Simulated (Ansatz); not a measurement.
`C[O][Al]([CH3])[Cl]` + NH₃ → `[CH3][Al]([NH2])[Cl]` + CH₃OH at 400 K and 1 bar (ligand exchange at the Al–O bond).

Calculated with Ansatz (gas phase, PBE0-D4/def2-TZVP geometries, no zero-point term in ΔE). CBS: MP2 limit from def2 TZ/QZ plus the TZ coupled-cluster correction, frozen cores. This one scheme is used for every species. One conformer a species, not always the lowest.

```tsv
species	CCSD(T)/CBS energy (Eh)	H − E (kJ/mol)	S (J/(mol·K))
`C[O][Al]([CH3])[Cl]`	-856.81320	245.8	419.6
NH₃	-56.50880	104.2	203.1
`[CH3][Al]([NH2])[Cl]`	-797.68797	197.4	375.7
CH₃OH	-115.61712	151.2	252.6
```

H − E and S are ideal-gas, rigid-rotor, harmonic terms from PBE0-D4/def2-TZVP, for one conformer and one mirror image of each species. 1 Eh = 2625.50 kJ/mol, R = 8.31446 J/(mol·K).

Q: By hand: ΔE, ΔH, ΔS and ΔG.

A: ΔE = (-797.68797) + (-115.61712) − (-856.81320) − (-56.50880) = 0.01691 Eh = 44.4 kJ/mol. Δ(H − E) = 197.4 + 151.2 − 245.8 − 104.2 = -1.4, so ΔH = 43.0 kJ/mol. ΔS = 375.7 + 252.6 − 419.6 − 203.1 = 5.6 J/(mol·K). ΔG = 43.0 − 400 × (5.6)/1000 = 40.8 kJ/mol.

Q: By hand: the equilibrium constant, and the temperature at which ΔG would vanish if ΔH and ΔS stayed fixed.

A: log₁₀ K = −ΔG/(RT ln 10) = -5.3. ΔG = 0 at ΔH/ΔS = 7679 K, far beyond where these terms or the molecules hold.

The number of gas molecules stays the same, so ΔS is small and ΔH decides. A doubt of 5 kJ/mol in ΔE shifts log₁₀ K by 0.7 here. Other conformers and mirror images would add mixing entropy, several J/(mol·K) or more a flexible species. Modes under 60 cm⁻¹, often nearly free rotors, make the harmonic entropy too high. These are equilibria of isolated gas molecules and say nothing of rates. Largest T1 diagnostic: 0.011 (customary marks: 0.02 for closed shells, 0.045 for open ones).
